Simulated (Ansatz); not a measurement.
Isolated molecules relaxed with PBE0-D4/def2-TZVP in Ansatz; ΔE leaves out vibrations. CCSD(T)/CBS is the MP2 limit (def2-TZVPP, def2-QZVPP) plus CCSD(T) − MP2 in def2-TZVPP, frozen cores. This one scheme is used for every species. Functionals use def2-TZVPP. Each species was taken in one conformer, which may not be the lowest.

Consider the ligand exchange at the Al–O bond: `[F][AlH][O][SiH3]` + `[SiH3]S` → `[F][AlH][S][SiH3]` + `O[SiH3]`.

`[F][AlH][O][SiH3]`:

```xyz
8

F    -0.272    0.438    2.849
Al   -0.713    0.998    1.368
O    -0.158    0.209    0.005
Si    0.536   -0.752   -1.111
H    -1.640    2.253    1.273
H    -0.471   -1.707   -1.643
H     1.057    0.078   -2.228
H     1.661   -1.517   -0.513
```

`[SiH3]S`:

```xyz
6

Si    0.251    0.224   -0.407
S     0.055   -0.850    1.431
H    -0.429   -0.476   -1.525
H     1.710    0.283   -0.659
H    -0.301    1.599   -0.298
H    -1.286   -0.780    1.458
```

`[F][AlH][S][SiH3]`:

```xyz
8

F     0.582   -3.104    1.265
Al   -0.033   -1.677    0.722
S     1.425   -0.269   -0.043
Si    0.122    1.340   -0.587
H    -1.581   -1.438    0.791
H     0.261    1.601   -2.041
H     0.513    2.553    0.172
H    -1.290    0.995   -0.279
```

`O[SiH3]`:

Z-matrix (Å, degrees):
```
Si
O 1 1.648
H 1 1.489 2 111.7
H 1 1.489 2 111.7 3 120.9
H 1 1.481 2 105.9 3 -119.6
H 2 0.957 1 117.9 3 -60.5
```

```
             level  ΔE (eV)
               PBE     0.35
              PBE0     0.37
  CCSD(T)/def2-SVP     0.57
SCS-MP2/def2-TZVPP     0.53
```

What does CCSD(T)/CBS give? (An estimate is asked.)

Ansatz gave: +0.45 eV. The listed levels differ from it by -0.10, -0.08, 0.12, 0.08 eV.

Largest T1 diagnostic among the species: 0.012.

In def2-TZVPP, CCSD(T) changes the Hartree–Fock value by −0.13 eV (the triples alone add −0.04 eV) and MP2 by −0.16 eV. From BLYP to BHLYP (50 % exact exchange), in def2-TZVPP and without D4, ΔE moves by +0.04 eV. Leaving LDA and LC-ωPBE aside and taking each functional with its dispersion term where it has one, the values, not all of them listed here, spread over 0.23 eV, from revPBE-D4 to CAM-B3LYP-D4.
